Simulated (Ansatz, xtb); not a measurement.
Two isomers of BrH7OSi3

Structure X: `O[Si]([SiH3])([SiH3])Br`, a singlet. Structure Y: `O[Si@@H](Br)[SiH2][SiH3]`, a singlet. Both are isolated molecules in the gas phase, relaxed with B3LYP-D3(BJ)/def2-SVP; the shapes shown needn't be the lowest conformers.

X (Å):

```yaml
atoms:
  - { symbol: Br, position_ang: [2.2925, 2.3760, 1.2846] }
  - { symbol: O, position_ang: [-0.8145, 3.3524, 1.1424] }
  - { symbol: Si, position_ang: [0.0646, 1.9319, 1.1500] }
  - { symbol: Si, position_ang: [-0.5086, 0.7900, 3.1142] }
  - { symbol: Si, position_ang: [-0.1688, 0.7379, -0.8643] }
  - { symbol: H, position_ang: [-0.6822, 3.9486, 0.3936] }
  - { symbol: H, position_ang: [0.2795, -0.4754, 3.1609] }
  - { symbol: H, position_ang: [-0.1801, 1.6322, 4.2989] }
  - { symbol: H, position_ang: [-1.9640, 0.4589, 3.1162] }
  - { symbol: H, position_ang: [0.2539, 1.6102, -2.0004] }
  - { symbol: H, position_ang: [0.6902, -0.4802, -0.8266] }
  - { symbol: H, position_ang: [-1.5909, 0.3309, -1.0719] }
```

Y (Å):

```xyz
12

Br   -1.9691   -0.0331    3.0251
O    -0.9096    2.9496    2.3376
Si   -0.2916    1.4614    2.7612
Si    0.9438    0.7799    0.8984
Si   -0.4074    1.2725   -0.9618
H    -1.5082    3.3864    2.9572
H     0.3939    1.5144    4.0836
H     2.2422    1.5165    0.8276
H     1.2205   -0.6818    1.0117
H     0.1638    0.6778   -2.2064
H    -0.4974    2.7513   -1.1244
H    -1.7701    0.7135   -0.7332
```

Which of the two would you expect CCSD(T)/def2-SVP + ΔMP2/def2-TZVPP electronic energies to favour?

Structure Y; the calculation gives E(Y) − E(X) = −0.090 eV.

How the difference moves with the method:

```csv
level,geometry,E(Y) − E(X) (eV),departure from the last row (eV),"job, with rough time for the two"
GFN2-xTB,GFN2-xTB,−0.195,−0.105,"optimisation, 1.3 s"
HF/STO-3G,GFN2-xTB,−0.148,−0.058,"single point, 3.7 s"
r2SCAN-D4/def2-SVP,GFN2-xTB,−0.179,−0.089,"single point, 18 s"
B3LYP-D3(BJ)/def2-SVP,B3LYP-D3(BJ)/def2-SVP,−0.079,+0.011,"optimisation, 11 min"
HF/def2-SVP,B3LYP-D3(BJ)/def2-SVP,−0.128,−0.038,part of the CCSD(T) run
MP2/def2-SVP,B3LYP-D3(BJ)/def2-SVP,−0.127,−0.037,part of the CCSD(T) run
CCSD(T)/def2-SVP,B3LYP-D3(BJ)/def2-SVP,−0.120,−0.030,single point
CCSD(T)/def2-SVP + ΔMP2/def2-TZVPP,B3LYP-D3(BJ)/def2-SVP,−0.090,,"single point, 3.2 min"
```

As drawn, both hold the same kinds of bond in the same numbers.

None of the levels shown reverses the order. The largest departure from CCSD(T)/def2-SVP + ΔMP2/def2-TZVPP is that of GFN2-xTB, 0.105 eV. The last row adds to CCSD(T) the change of the MP2 difference between the two basis sets, here +0.030 eV.

With thermal terms from frequencies at re-optimised GFN2-xTB minima (ideal gas, soft modes damped towards free rotors, one conformer each, 298.15 K, 1 atm): on the last row, ΔE + ΔZPE = −0.064, ΔH = −0.083, ΔG = −0.044 eV.

The correlated steps freeze 25 core orbitals; the filled d shell of Br is correlated, in a basis made for valence electrons. Mirror images aren't counted in ΔG. Codes used: Ansatz 0.2.0, xtb 6.7.1; the last row on 2 threads of AMD EPYC (Zen 3) on a shared host.
